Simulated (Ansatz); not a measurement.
Process, species as SMILES: [O+]#[C-]->[Au][Cl] (CAuClO) → [O+]#[C-]->[Au][Cl] (CAuClO) as triplet, charge 0
Each molecule is optimised on its own at B3LYP-D3(BJ)/def2-TZVP (Ansatz, a quantum-chemistry and plane-wave program). Frequencies are from Ansatz. [O+]#[C-]->[Au][Cl] (CAuClO) as triplet, charge 0: The spin state was set by rule; other spins were not relaxed. A spin state is the lowest found, not a proven ground state.

Wanted: adiabatic triplet-singlet gap (0 K, with B3LYP-D3(BJ) harmonic zero-point energies), in kcal/mol. Valence correlation only, unless marked. Open shells are spin-unrestricted. Spin-orbit coupling is left out. Frozen are the shells of the preceding noble gas and the d and f shells that filled before the atom's block. In def2 rows, elements after Kr have scalar-relativistic effective core potentials. CBS(X,Y): correlation extrapolated as X^-3; Hartree-Fock from the larger set. The bracket is a focal-point correction in the basis named.

```json
[
 {"level": "HF/def2-SVP", "program": "Ansatz", "adiabatic triplet-singlet gap (kcal/mol)": "79.4"},
 {"level": "SVWN5/def2-TZVPD", "program": "Ansatz", "adiabatic triplet-singlet gap (kcal/mol)": "84.8"},
 {"level": "BLYP/def2-TZVPD", "program": "Ansatz", "adiabatic triplet-singlet gap (kcal/mol)": "75.7"},
 {"level": "revPBE-D3(BJ)/def2-TZVPD", "program": "Ansatz + dftd3", "adiabatic triplet-singlet gap (kcal/mol)": "76.6"},
 {"level": "r2SCAN-D3(BJ)/def2-TZVPD", "program": "Ansatz + dftd3", "adiabatic triplet-singlet gap (kcal/mol)": "78.5"},
 {"level": "B3LYP-D3(BJ)/def2-TZVPD", "program": "Ansatz + dftd3", "adiabatic triplet-singlet gap (kcal/mol)": "79.6"},
 {"level": "PBE0/def2-TZVP", "program": "Ansatz", "adiabatic triplet-singlet gap (kcal/mol)": "82.9"},
 {"level": "PBE0/def2-TZVPD", "program": "Ansatz", "adiabatic triplet-singlet gap (kcal/mol)": "82.3"},
 {"level": "MP2/def2-SVP", "program": "Ansatz", "adiabatic triplet-singlet gap (kcal/mol)": "96.0"},
 {"level": "MP2/def2-TZVPP", "program": "Ansatz", "adiabatic triplet-singlet gap (kcal/mol)": "101.4"},
 {"level": "RI-MP2/def2-TZVPP", "program": "Ansatz", "adiabatic triplet-singlet gap (kcal/mol)": "101.4"},
 {"level": "RI-MP2/CBS(def2-TZVPP,def2-QZVPP)", "program": "Ansatz", "adiabatic triplet-singlet gap (kcal/mol)": "103.7"},
 {"level": "SCS-MP2/def2-SVP", "program": "Ansatz", "adiabatic triplet-singlet gap (kcal/mol)": "95.1"},
 {"level": "CCSD/def2-SVPD", "program": "Ansatz", "adiabatic triplet-singlet gap (kcal/mol)": "84.7"},
 {"level": "RI-MP2/CBS(def2-TZVPP,def2-QZVPP)+[CCSD(T)-MP2]/def2-TZVPP", "program": "Ansatz", "adiabatic triplet-singlet gap (kcal/mol)": "91.1"}
]
```
